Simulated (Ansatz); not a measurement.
`F[Si](F)(F)[SiH2]Cl` at its PBE0-D4/def2-TZVP geometry, where that method's forces vanish. Charge 0, multiplicity 1.

```xyz
8

F     0.5399    0.7330    2.0612
Si    0.5764   -0.3709    0.9332
F     2.0909   -0.6212    0.5643
F     0.0160   -1.7085    1.5627
Si   -0.6741    0.2606   -0.9337
Cl    0.1373    1.9940   -1.6722
H    -0.6047   -0.7936   -1.9723
H    -2.0818    0.5067   -0.5431
```

Problem. What forces (eV/Å) does ωB97M-V/def2-TZVPP give on these atoms in Ansatz 0.2.0? (An estimate is asked.)

Solution. The calculation gave: 
```
F1  -0.011  0.128  0.112
Si2 -0.152  0.073 -0.224
F3   0.161 -0.022 -0.053
F4  -0.067 -0.141  0.058
Si5 -0.124 -0.184  0.039
Cl6  0.029  0.051 -0.017
H7  -0.008  0.128  0.130
H8   0.174 -0.032 -0.046
```
